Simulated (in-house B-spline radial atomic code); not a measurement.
RPA and G0W0 on Hartree-Fock: Ti⁴⁺

Configuration [Ne] 3s2 3p6, mean-field start Hartree-Fock. Computed with a B-spline radial code for spherical atoms: all electrons, non-relativistic, point nucleus, each spin shell either full or empty, empty states to l = 9 with an (l + 1/2)⁻⁴ tail; G0W0 by contour deformation at full frequency.

Command:
```bash
python run_gw.py task.json out
```
Settings (radii: box in bohr, nucleus in fm):
```
Z                        22
electrons                18
configuration            [Ne] 3s2 3p6
hamiltonian              nr
method                   hf
lmax                     9
spin_polarised           False
box_radius               11.96
intervals                49
```

Cost of the run: 1.3 s on 1 thread of Arm Neoverse N1 (shared host).

Energies (hartree):

```tsv
term	value
mean-field total	-845.19081
Hartree-Fock functional on these orbitals	-845.19081
direct second order	-1.1777
second-order exchange	0.39869
SOSEX correction	0.37207
```

Q: What is the RPA correlation energy, and what remains with SOSEX?

A: RPA gives -1.0643 hartree (-1.61 eV per electron); RPA + SOSEX gives -0.69228, and the second-order doubles (MP2) -0.77896 hartree. RPA lacks exchange-type terms and so overcorrelates at short range.

Quasi-particle levels (eV):

```csv
level,occupied,mean field,Σx - vxc,Σc,QP weight,G0W0
3p,yes,-99.34,0.00,?,?,?
3s,yes,-129.76,0.00,4.10,0.903,-125.66
2p,yes,-540.17,0.00,7.74,0.938,-532.43
3d,no,-41.54,0.00,-2.18,0.979,-43.73
```

G0W0 = mean field + (Σx - vxc) + Σc, with Σc (partial-wave tail included) taken at the quasi-particle energy. Only the outer levels were computed. Levels of low weight are left out.

Q: Where does G0W0 put 3p?

A: At -99.88 eV, with Σc = -0.54 eV and a quasi-particle weight of 0.969. The tabulated removal energy is 99.299 ± 0.012 eV (NIST, measured); the calculation leaves out relativity, Breit and QED terms, and what these don't explain is the method's own error.
